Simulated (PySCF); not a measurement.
**Converging AsI in the basis (HF)**

PySCF, UHF reference; triplet, unpaired electrons π ↑↑; De to As + I without counterpoise correction.

```csv
basis,relativity,functions,Re (Å),ωe (cm⁻¹),De (eV),μ (D)
cc-pVDZ-PP,scalar-relativistic core potentials,46,2.551,244,0.84,-1.63
def2-SVP,scalar-relativistic core potentials,58,2.544,246,0.88,-1.45
x2c-TZVPPall,spin-free X2C,108,2.531,250,0.95,-1.33
```

Question: How does each smaller set differ from the one with most functions, x2c-TZVPPall?

Answer: cc-pVDZ-PP: +2.0 pm, -2.4 % in ωe, -0.11 eV in De; def2-SVP: +1.3 pm, -1.6 % in ωe, -0.07 eV in De. All at HF; the set with most functions is neither the basis-set limit nor always the best. The rows treat relativity differently, so the differences are not basis effects alone.

A positive dipole means As(−)I(+). These are scalar-relativistic numbers at best; spin–orbit coupling would shift them, the dissociation energy most. Hartree–Fock leaves out correlation, which carries a large part of most bond energies and some tenths to 1 eV of ionisation energies. The state is the lowest determinant that a PBE0 search found; another state may lie lower at other levels.
